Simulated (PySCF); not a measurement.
**Assigning NMR signals**

Geometry (Å), atoms numbered from 1 in this order:
```xyz
14

P     2.625    0.048   -0.770
C     0.858    0.017   -0.296
C     0.163    1.205   -0.096
C    -1.187    1.191    0.199
C    -1.852   -0.023    0.282
Cl   -3.540   -0.047    0.653
C    -1.181   -1.216    0.068
C     0.169   -1.190   -0.226
H     2.991    1.019    0.159
H     3.006   -0.995    0.072
H     0.683    2.150   -0.166
H    -1.723    2.113    0.364
H    -1.710   -2.154    0.130
H     0.697   -2.118   -0.396
```

[PySCF: GFN2-xTB structure; GIAO PBE0/pcSseg-1 shieldings; one computed conformer; fast rotation and ring inversion assumed for equivalent nuclei; non-relativistic Hamiltonian; gas phase]

Chemical shifts δ = σref − σ; TMS for ¹³C and ¹H, all at this level.

**Question.** Assign these signals to the numbered atoms. ¹³C{¹H} NMR (computed): δ 144.3 (C), 137.6 (CH), 136.8 (C), 134.7 (CH).

**Answer.** 
| δ (ppm) | atoms | environment | reason |
| --- | --- | --- | --- |
| 144.3 | C5 | aromatic carbon bearing chlorine | – |
| 137.6 | C3/C8 | aromatic CH | the aromatic region |
| 136.8 | C2 | substituted aromatic carbon | – |
| 134.7 | C4/C7 | aromatic CH | the aromatic region |

C3/C8 and C2 lie closer than the usual error of such a calculation, so a measured spectrum could show them in the other order.

**Question.** Assign these signals to the numbered atoms. ¹H NMR (600 MHz, computed): δ 7.57 (m, 2H), 7.48 (m, 2H), 4.01 (m, 2H).

**Answer.** 
7.57 → H11/H14, hydrogen on an aromatic CH: it sits in the deshielding region of the aromatic ring current
7.48 → H12/H13, hydrogen on an aromatic CH
4.01 → H9/H10, hydrogen on a phosphorus bonded to C

H11/H14 and H12/H13 lie closer than the usual error of such a calculation, so a measured spectrum could show them in the other order.

Carbons that carry Cl, above all several Cl atoms, come out too deshielded, partly because spin–orbit coupling is missing. Splittings by ³¹P in the carbon and heteronuclear signals aren't shown, as no couplings were computed. Shifts are as computed. Against solution values, carbons near 30 ppm lie about +3 ppm off and those near 130 ppm about +5 ppm; carbons on Cl a further +6 ppm. Of 1211 compounds with measured shifts, 218 miss one by over three times the rms of a fit or turn the order of signals round; such compounds aren't used in these exercises. Multiplicities follow the n + 1 count of equivalent neighbours, as no J values were calculated; m marks all less simple cases, F and P coupling included.
